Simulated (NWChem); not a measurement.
System: TiNH2OF; SMILES [NH2][Ti](=[O])[F]

Input file for NWChem:

```
start job
memory heap 200 mb stack 900 mb global 1100 mb
geometry units angstroms noautosym nocenter noautoz
  Ti     0.101162    -0.124282    -0.012989
  O      1.606844     0.425553    -0.192251
  F     -0.169021    -1.903234    -0.055830
  N     -1.201846     1.208559    -0.376042
  H     -2.215201     1.058698    -0.463863
  H     -0.996267     2.181161    -0.632471
end
basis spherical
  * library def2-svp
end
dft
  xc hfexch
  iterations 150
end
property
  efieldgrad
end
task dft property
```

Structure relaxed at the PBE-D3(BJ)/def2-SVP level.

Vzz is the largest principal value of the second derivative of the potential at the nucleus (NWChem prints the opposite sign); η is the asymmetry. Non-relativistic.

Atoms are numbered as in the input.

Give the results of this calculation. (Hartree-Fock/def2-SVP.) Quantities: Vzz Ti1 (a.u.); η Ti1; Vzz O2 (a.u.); η O2; Vzz N4 (a.u.); η N4.

The vzz Ti1 (a.u.) is 1.641 and the η Ti1 comes out as 0.05. The vzz O2 (a.u.) is 0.442. The η O2 is 0.63 and the vzz N4 (a.u.) is 0.586. The η N4 is 0.99.
